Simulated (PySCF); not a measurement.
A GIAO shielding run with PySCF 2.14.0 with density-fitted response routines (density fitting, non-relativistic, gas phase) on `FC(F)(F)OCCS`, C₃H₅F₃OS:

```
$ OMP_NUM_THREADS=1 python probes_run.py task.json out

{"job": {"kind": "nmr", "xc": "PBE0", "basis": "pcSseg-1"}, "charge": 0, "multiplicity": 1}
F      2.301715     1.186981     1.384373
C      1.819329     0.323953     0.501701
F      2.363030    -0.875936     0.780813
F      2.321170     0.663310    -0.699780
O      0.503106     0.331330     0.547747
C     -0.150429    -0.589705    -0.349898
C     -1.644970    -0.437253    -0.149743
S     -2.251394     1.172151    -0.759676
H      0.130713    -0.350679    -1.381135
H      0.165065    -1.610911    -0.107390
H     -2.174496    -1.191503    -0.728697
H     -1.899388    -0.531030     0.904818
H     -1.487838     1.909778     0.039138
```

Hardware: 1 thread of an Arm Neoverse V1, shared host. The job also computes population analyses, field gradients.

(1) How large is the calculation?

(2) How long does it take, and how much memory does it need?

Answers

(1) 74 electrons, 168 basis functions and 896 auxiliary functions.

(2) 19 s of wall time, with 13 SCF cycles and 5 response iterations; peak memory 0.74 GiB. Times on a shared host scatter by some tens of per cent.
